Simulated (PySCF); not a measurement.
Excitation energy of Nd(2+) by level of theory

Nd(2+) [Xe] 4f4 (high-spin determinant) → Nd(2+) [Xe] 4f3 6p1 (high-spin determinant), as a difference of total energies. Calculation: PySCF 2.14, in x2c-TZVPPall (11s7p7d4f2g, 113 functions); scalar relativity by spin-free X2C-1e. Correlated levels: valence: [Kr] 4d10 frozen; valence and next inner shell: [Ar] 3d10 frozen. The calculations carry no spin-orbit coupling.

| method | excitation energy (eV) |
| --- | --- |
| UHF | 6.110 |
| LDA | 8.824 |
| PBE | 8.493 |
| PBE0 | 8.112 |
| r2SCAN | 8.437 |
| MP2 (valence) | 7.308 |
| SCS-MP2 (valence) | 6.855 |
| MP2 (valence and next inner shell) | 7.557 |
| SCS-MP2 (valence and next inner shell) | 7.101 |

Problem. How much does correlation contribute at MP2 (valence and next inner shell)?

Solution. 7.557 − (6.110) = 1.447 eV, measured against UHF.

A first-order spin-orbit estimate (lowest level to lowest level, LS coupling) adds -0.158 eV.

The basis was made for the ground configuration and has no added diffuse functions, so the excitation energy can come out too high.

The determinant of the upper state and of the lower state mixes LS terms, which raises its energy above the lowest term, most at the Hartree-Fock and MP2 levels.
